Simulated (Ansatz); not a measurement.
Geometry optimisation, DFT PBE-D3(BJ), scalar-relativistic, plane waves, PAW (Ansatz).

input.yaml

```yaml
crystal:
  lattice:
    - [0.0, 5.43, 5.43]
    - [5.43, 0.0, 5.43]
    - [5.43, 5.43, 0.0]
  atoms:
    - { symbol: Si, position: [0.0, 0.0, 0.0] }
    - { symbol: Si, position: [0.125, 0.125, 0.125] }
    - { symbol: Si, position: [0.0, 0.0, 0.5] }
    - { symbol: Si, position: [0.125, 0.125, 0.625] }
    - { symbol: Si, position: [0.0, 0.5, 0.0] }
    - { symbol: Si, position: [0.125, 0.625, 0.125] }
    - { symbol: Si, position: [0.0, 0.5, 0.5] }
    - { symbol: Si, position: [0.125, 0.625, 0.625] }
    - { symbol: Si, position: [0.5, 0.0, 0.0] }
    - { symbol: Si, position: [0.625, 0.125, 0.125] }
    - { symbol: Si, position: [0.5, 0.0, 0.5] }
    - { symbol: Si, position: [0.625, 0.125, 0.625] }
    - { symbol: Si, position: [0.5, 0.5, 0.0] }
    - { symbol: Si, position: [0.625, 0.625, 0.125] }
    - { symbol: Si, position: [0.5, 0.5, 0.5] }
    - { symbol: Si, position: [0.625, 0.625, 0.625] }
    - { symbol: Cu, position: [0.37221354, 0.37959326, 0.37177438], spin: 1.0 }
magnetization:
  spin_polarized: true
basis:
  ecutwfc: 420.0
kpoints:
  mp_grid: { grid: [2, 2, 2] }
hamiltonian:
  xc: pbe
  dispersion: d3bj
  pseudopotentials: { kind: paw, azcp: { folder: soft_1 } }
scf:
  occupations: { method: gaussian, width: 0.05 }
  lower_state_search: "off"
relax:
  f_tol: 0.03
  max_steps: 60
  adjacent_minimum: "off"
```

Launched with:

```bash
$ ansatz run input.yaml --threads 2 --pin off --max-ram 5120MiB --backend cpu --events-out ev --progress --plain --runs-dir out
```

Problem. Where does it end, and by what steps?

Solution. The run converged. Limits of this set-up: coarse k mesh, a small cell, in which the defect meets its images. After 3 steps the energy has fallen by 0.055 eV; Si13 moved furthest, 0.04 Å.

| step | energy less start (eV) | largest force component (eV/Å) | accepted |
| --- | --- | --- | --- |
| 0 | 0.0000 | 0.471 | yes |
| 1 | -0.0491 | 0.162 | yes |
| 2 | -0.0550 | 0.038 | yes |
| 3 | -0.0554 | 0.005 | yes |

```xyz
17
Lattice="0.0000 5.4300 5.4300 5.4300 0.0000 5.4300 5.4300 5.4300 0.0000" Properties=species:S:1:pos:R:3
Si 0.002 0.002 0.002
Si 1.356 1.361 1.356
Si 2.714 2.716 0.001
Si 4.075 4.071 1.349
Si 2.711 0.004 2.711
Si 4.072 1.348 4.072
Si 5.453 2.691 2.692
Si 6.796 4.073 4.070
Si 0.001 2.715 2.713
Si 1.349 4.070 4.075
Si 2.700 5.445 2.700
Si 4.074 6.797 4.074
Si 2.692 2.691 5.453
Si 4.070 4.072 6.796
Si 5.449 5.449 5.449
Si 6.790 6.777 6.791
Cu 4.077 4.058 4.078
```

Run time: 46 s on 2 threads of Arm Neoverse V1, on a shared host, peak memory 0.74 GiB.
